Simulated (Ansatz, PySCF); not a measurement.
ReOF5 in two programs

ReOF5 (singlet), relaxed with PySCF 2.14.0, RKS r2SCAN, Re def2-SVP with ECP60, O def2-SVP, F def2-SVP; non-relativistic Hamiltonian with scalar-relativistic core potentials where named; density fitting; no spin-orbit coupling:

```xyz
7

Re    0.0630   -0.0410    0.0412
O     1.2496   -0.7182    1.0410
F    -0.0549    1.5294    0.9968
F    -1.3390   -0.7304    1.0178
F     1.2766    0.7552   -1.0928
F    -1.2694    0.7083   -1.0758
F    -0.0152   -1.4948   -1.0878
```

There the HOMO–LUMO gap is 3.54 eV. 

The same geometry by Ansatz 0.2.0 (PBE, PAW, a periodic box with 9 Å of vacuum):

```json
{"spin-orbit coupling": "without", "gap (eV)": "3.34", "largest force component (eV/Å)": "0.28"}
```

Q: What does the run with spin-orbit coupling give?

A: gap (eV): 3.29, largest force component (eV/Å): 0.27. It took 26 s on 2 threads of Arm Neoverse V1, on a shared host, peak memory 2 GiB.

The spin-orbit runs use fully relativistic datasets of their own, so changes of a few hundredths of an eV needn't come from the coupling.

No frequency check is given that shows the relaxed geometry to be a minimum.

The two programs differ in functional, so their gaps don't test each other.
